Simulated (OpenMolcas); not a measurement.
A calculation on V IV.

- Program: OpenMolcas
- Method: CASSCF
- Basis: ANO-RCC-VQZP [7s6p4d3f2g1h]
- Scalar Hamiltonian: DKH2, point nucleus
- Active space: 2 electrons in 10 orbitals (3d 4d)
- State averaging: 2S+1 = 3 even, 10 roots; 2S+1 = 1 even, 15 roots
- Spin-orbit coupling: state interaction with AMFI integrals over the reference wave functions, term energies averaged over their components

**Question.** Which level of the active space comes out lowest?

**Answer.** 3d² ³F₂, with 100 % of that term; it is also the measured ground level.

**Question.** How high does 3d² ¹D₂ lie?

**Answer.** 13559 cm⁻¹ above the lowest level; measured 10959 cm⁻¹ above the ground level, so the calculation is off by +24 %.

**Question.** How high does 3d² ³P₂ lie?

**Answer.** 16445 cm⁻¹ above the lowest level; measured 13458 cm⁻¹ above the ground level, so the calculation is off by +22 %.

**Question.** How high does 3d² ³F₃ lie?

**Answer.** 323 cm⁻¹ above the lowest level; measured 325 cm⁻¹ above the ground level, so the calculation is off by -1 %.

Measured values: Sugar and Corliss, J. Phys. Chem. Ref. Data 7, 1191 (1978).

Without dynamic correlation excited terms often stand tens of per cent too high (terms of higher spin than the ground term too low), and those without a measured partner can miss by more than the paired ones. Active for correlation alone: 4d; no level in the range computed is led by a configuration that fills it, so any true level of that kind is missing. Computed and measured levels are paired by configuration, term and J; levels that our copy of the source lacks, or whose pairing is in doubt (as where it misses far off the trend of its configuration), stay unpaired and out of the deviations. Levels of configurations outside the active space are missing.
